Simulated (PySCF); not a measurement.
PySCF input file for Zn(H)(NH2) (H₃NZn), SMILES [NH2][ZnH], PBE0/pcSseg-2. The structure is a stationary point at PBE0-D3(BJ)/def2-TZVP.

```python
import numpy as np
from pyscf import gto, scf, dft
from pyscf.prop.nmr import rks as nmr

mol = gto.M(
    atom='''
    Zn   -0.39607011    0.00541856    0.00000000
    H    -1.91896304   -0.02494984   -0.00000001
    N     1.41878574   -0.07827993   -0.00000000
    H     1.93478303    0.20517629    0.81940292
    H     1.93478304    0.20517629   -0.81940292
    ''',
    basis='pcSseg-2',
    charge=0,
    spin=0,
    max_memory=1600,
    verbose=3,
)
mf = dft.RKS(mol, xc='pbe0')
mf.grids.level = 3
mf.conv_tol = 1e-10
mf.max_cycle = 100
mf.kernel()
n = nmr.NMR(mf)
n.verbose = 2
n.max_cycle_cphf = 60
sigma = n.kernel()
print('atom   isotropic/ppm   span/ppm')
for i, s in enumerate(sigma):
    w = np.linalg.eigvalsh((s + s.T) / 2)
    print(f'{mol.atom_symbol(i):2s}{i + 1:3d} {w.mean():14.3f} {w[2] - w[0]:11.3f}')
```

Log of the run:

```
converged SCF energy = -1835.69167348455
atom   isotropic/ppm   span/ppm
Zn  1       1610.904    1266.837
H   2         27.602      20.281
N   3        256.845      69.331
H   4         31.420      19.807
H   5         31.420      19.807
```

The run converged.
